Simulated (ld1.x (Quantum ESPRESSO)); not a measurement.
rhenium (Re): variants of one PAW potential

Base potential:

rhenium, PAW, made with ld1.x (Quantum ESPRESSO) 7.5 (PBE, scalar-relativistic). Core [Kr] 4d10, reference 4f14 5s2 5p6 5d5 6s1 6p0 (charge +1). Waves: 5s (bound): rcut 1.70, rcutus 2.00 bohr; 6s (bound): rcut 1.70, rcutus 2.00 bohr; 5p (bound): rcut 1.90, rcutus 2.35 bohr; 6p (bound, empty): rcut 1.90, rcutus 2.35 bohr; 5d (bound): rcut 1.35, rcutus 1.90 bohr; 5d channel at 1.95 Ry: rcut 1.35, rcutus 1.90 bohr; 4f (bound): rcut 1.00, rcutus 1.10 bohr; 4f channel at -2.15 Ry: rcut 1.00, rcutus 1.10 bohr. Local part: all-electron potential smoothed inside 0.85 bohr (lloc = -2). Core correction: a·sin(br)/r model core, default radius (ld1.x builds one for every PAW set, though the input has nlcc=.false.). Augmentation charge: PSQ, radius 1.05 bohr.

All-electron outer shells of the reference configuration (PBE, scalar-relativistic, ld1.x):

| shell | level (eV) | outermost node (bohr) | outermost maximum (bohr) |
| --- | --- | --- | --- |
| 4p | -455.04 | 0.23 | 0.43 |
| 4d | -263.09 | 0.21 | 0.44 |
| 5s | -93.02 | 0.52 | 0.93 |
| 5p | -54.81 | 0.56 | 1.06 |
| 4f | -50.07 | – | 0.41 |
| 5d | -12.94 | 0.62 | 1.41 |
| 6s | -12.68 | 1.24 | 2.48 |
| 6p | -6.97 | 1.47 | 3.22 |

Cutoffs, loose and tight: the cutoffs (Ry, on a coarse ladder) from which the occupation-weighted sum of valence levels, in a spherical-Bessel basis at the reference potential, stays within 10 and 1 mRy of its value at 400 Ry. They do not see the model core or the augmentation charge, which bear on the density cutoff. Test errors are all-electron minus pseudo excitation energies from the reference, over the configurations 4f14 5s2 5p6 5d5 6s2 6p0; 4f14 5s2 5p6 5d5 6s0 6p0; 4f14 5s2 5p6 5d4 6s0 6p0; 4f14 5s1 5p6 5d5 6s2 6p0; 4f13 5s2 5p6 5d5 6s2 6p0; 4f14 5s2 5p6 5d4 6s2 6p0; 4f14 5s2 5p6 5d3 6s0 6p0. A dash means not determined; rows that change the core or the reference have their own tests. The largest error is taken over the tests solved by every variant that gives reliable tests at all: 4f14 5s2 5p6 5d4 6s0 6p0; 4f14 5s2 5p6 5d5 6s0 6p0; 4f14 5s2 5p6 5d5 6s2 6p0.

Cutoffs are not given where the Bessel-basis levels miss the radial ones by over 6 mRy, ghosts where they miss by over 20 mRy; a channel whose overlap is not positive is not tested.

A file whose overlap is not positive is unfit for use, and its test errors describe a broken file.

```tsv
change	outcome	bound ghosts	largest test error (meV)
base	generated, overlap not positive	not determined (overlap not positive)	-13
waves 4f (bound): rcut 0.68, rcutus 0.72 bohr; 4f channel at -2.15 Ry: rcut 0.68, rcutus 0.72 bohr	generated, overlap not positive	not determined (overlap not positive)	-16
waves 4f (bound): rcut 0.82, rcutus 0.86 bohr; 4f channel at -2.15 Ry: rcut 0.82, rcutus 0.86 bohr	generated, overlap not positive	not determined (overlap not positive)	-14
waves 4f (bound): rcut 0.90, rcutus 0.96 bohr; 4f channel at -2.15 Ry: rcut 0.90, rcutus 0.96 bohr	generated, overlap not positive	not determined (overlap not positive)	-14
waves 4f (bound): rcut 1.00, rcutus 1.14 bohr; 4f channel at -2.15 Ry: rcut 1.00, rcutus 1.14 bohr	generated, overlap not positive	not determined (overlap not positive)	-12
waves 4f (bound): rcut 1.00, rcutus 1.30 bohr; 4f channel at -2.15 Ry: rcut 1.00, rcutus 1.30 bohr	generated, overlap not positive	not determined (overlap not positive)	-11
waves 4f (bound): rcut 1.00, rcutus 1.44 bohr; 4f channel at -2.15 Ry: rcut 1.00, rcutus 1.44 bohr	generated, overlap not positive	not determined (overlap not positive)	-11
waves 4f (bound): rcut 1.00, rcutus 1.54 bohr; 4f channel at -2.15 Ry: rcut 1.00, rcutus 1.54 bohr	generated, overlap not positive	not determined (overlap not positive)	-14
waves 4f (bound): rcut 1.00, rcutus 1.66 bohr; 4f channel at -2.15 Ry: rcut 1.00, rcutus 1.66 bohr	generated, overlap not positive	not determined (overlap not positive)	-14
```
